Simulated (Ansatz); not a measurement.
A nudged elastic band was laid between two geometries of C4H9NSi (15 atoms, charge 0, multiplicity 1).

Theory: RKS PBE/def2-SVP (Ansatz 0.2.0).

```yaml
movable_images: 9
climbing_image: yes
spring: 5.0 eV/Å²
optimiser: quadratic models (default)
start_path: IDPP
force_threshold: 0.05 eV/Å
iteration_limit: 60
end_points: relaxed
```

Initial state:

```xyz
15
Properties=species:S:1:pos:R:3
C -0.474 -2.931 -0.023
C 0.207 -1.830 0.222
C 0.912 -0.736 0.459
C 1.132 0.405 -0.505
Si 0.105 1.932 -0.012
N -1.577 1.470 -0.090
H 0.019 -3.837 -0.420
H -1.561 -2.998 0.158
H 1.355 -0.624 1.468
H 2.204 0.702 -0.515
H 0.850 0.115 -1.538
H 0.621 2.401 1.336
H 0.315 3.065 -0.984
H -2.290 2.192 0.045
H -1.839 0.625 0.429
```

Final state:

```xyz
15
Properties=species:S:1:pos:R:3
C -0.533 -2.855 -0.044
C 0.228 -1.801 0.173
C 1.015 -0.757 0.379
C 1.155 0.442 -0.524
Si 0.090 1.906 0.110
N -1.632 1.623 0.193
H -0.144 -3.754 -0.554
H -1.590 -2.887 0.277
H 1.583 -0.730 1.330
H 2.214 0.779 -0.570
H 0.836 0.203 -1.560
H 0.566 2.238 1.500
H 0.300 3.080 -0.811
H -2.150 1.580 -0.689
H -1.960 0.881 0.818
```

What changes between the two ends?

No bond is made or broken. The height of N6 over the plane of its neighbours goes from -0.28 to 0.27 Å.

Give the energies along the band, and the barrier.

The run converged. The highest image is number 6 of 0 to 10, 2.8 kJ/mol above the first end and 2.5 kJ/mol above the last; the last end lies 0.3 kJ/mol above the first. A vibrational analysis at the climbing image gives one clearly imaginary mode, 270i cm⁻¹: a first-order saddle point.

| image | path coordinate (Å) | energy (kJ/mol) | height of N6 over the plane of its neighbours (Å) |
| --- | --- | --- | --- |
| 0 | 0.00 | 0.0 | -0.28 |
| 1 | 0.14 | 0.0 | -0.27 |
| 2 | 0.28 | 0.2 | -0.28 |
| 3 | 0.42 | 0.6 | -0.26 |
| 4 | 0.56 | 1.1 | -0.22 |
| 5 | 0.71 | 2.1 | -0.12 |
| 6 | 0.85 | 2.8 | 0.01 |
| 7 | 1.04 | 1.9 | 0.18 |
| 8 | 1.23 | 0.9 | 0.25 |
| 9 | 1.42 | 0.4 | 0.28 |
| 10 | 1.61 | 0.3 | 0.27 |

What is the geometry of the highest image?


```xyz
15
Properties=species:S:1:pos:R:3
C -0.502 -2.896 -0.063
C 0.231 -1.824 0.166
C 0.991 -0.765 0.389
C 1.153 0.422 -0.527
Si 0.107 1.896 0.096
N -1.583 1.518 0.147
H -0.076 -3.795 -0.542
H -1.571 -2.942 0.214
H 1.520 -0.716 1.361
H 2.218 0.741 -0.568
H 0.829 0.178 -1.560
H 0.675 2.275 1.446
H 0.244 3.071 -0.836
H -2.282 2.045 -0.372
H -1.976 0.741 0.678
```

What are the harmonic wavenumbers there?

270i, 43, 73, 136, 205, 209, 276, 315, 487, 526, 559, 623, 698, 751, 818, 840, 847, 863, 891, 912, 947, 958, 1096, 1113, 1127, 1300, 1365, 1420, 1472, 2012, 2114, 2157, 2973, 3039, 3043, 3053, 3122, 3537, 3643 cm⁻¹.

The run took 3.9 min on 2 threads of Intel(R) Xeon(R) Platinum 8488C (Sapphire Rapids), with other jobs on the host, peak memory 0.21 GiB.
